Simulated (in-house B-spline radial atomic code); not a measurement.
## Sb VI (Sb5+): [Kr] 4d10

Computed with a radial B-spline atomic code at the basis-set limit: Dirac-Kohn-Sham AM05, spherical fractional occupations, Fermi nucleus of rms radius 4.6802 fm.

Z_r = [3n² - l(l+1)]/(2<r>); Z_e = n√(-2ε); the last column is Slater's effective charge. Values are occupation-weighted means over j. An effective charge above Z reflects the relativistic contraction of the inner shells.

```json
{"shell": "1s", "electrons": "2", "ε (eV)": "-30309", "<r> (bohr)": "0.02844", "Z_r": "52.74", "Z_e": "47.20", "Slater": "50.70"}
{"shell": "2s", "electrons": "2", "ε (eV)": "-4660.5", "<r> (bohr)": "0.1223", "Z_r": "49.06", "Z_e": "37.02", "Slater": "46.85"}
{"shell": "2p", "electrons": "6", "ε (eV)": "-4197.8", "<r> (bohr)": "0.107", "Z_r": "46.75", "Z_e": "35.13", "Slater": "46.85"}
{"shell": "3s", "electrons": "2", "ε (eV)": "-959.47", "<r> (bohr)": "0.3306", "Z_r": "40.83", "Z_e": "25.19", "Slater": "39.75"}
{"shell": "3p", "electrons": "6", "ε (eV)": "-807.79", "<r> (bohr)": "0.3286", "Z_r": "38.04", "Z_e": "23.12", "Slater": "39.75"}
{"shell": "3d", "electrons": "10", "ε (eV)": "-572.84", "<r> (bohr)": "0.3056", "Z_r": "34.36", "Z_e": "19.47", "Slater": "29.85"}
{"shell": "4s", "electrons": "2", "ε (eV)": "-205.3", "<r> (bohr)": "0.7895", "Z_r": "30.40", "Z_e": "15.54", "Slater": "23.25"}
{"shell": "4p", "electrons": "6", "ε (eV)": "-158.55", "<r> (bohr)": "0.8485", "Z_r": "27.11", "Z_e": "13.65", "Slater": "23.25"}
{"shell": "4d", "electrons": "10", "ε (eV)": "-89.608", "<r> (bohr)": "1.002", "Z_r": "20.97", "Z_e": "10.27", "Slater": "11.85"}
```

The least bound orbital is 4d5/2 at -89.09 eV, and it is also the most diffuse (<r> = 1.006 bohr).

Spin-orbit splittings of the orbital energies (j = l + 1/2 above j = l - 1/2 when positive): 2p 251.4 eV, 3p 46.4 eV, 3d 9.655 eV, 4p 8.693 eV, 4d 1.301 eV.

For the 1s electron the small component carries 3.51 % of the norm, the zero-frequency Breit interaction raises the level by 72.07 eV, self-energy by 40.99 eV, and vacuum polarisation lowers it by 5.482 eV.

The density falls to 0.001 bohr⁻³ at 2.596 bohr; Σ<r²> = 20.283 bohr² gives, by the non-relativistic formula and without the paramagnetism of open shells, a Langevin diamagnetic susceptibility of -16.06×10⁻⁶ cm³/mol.
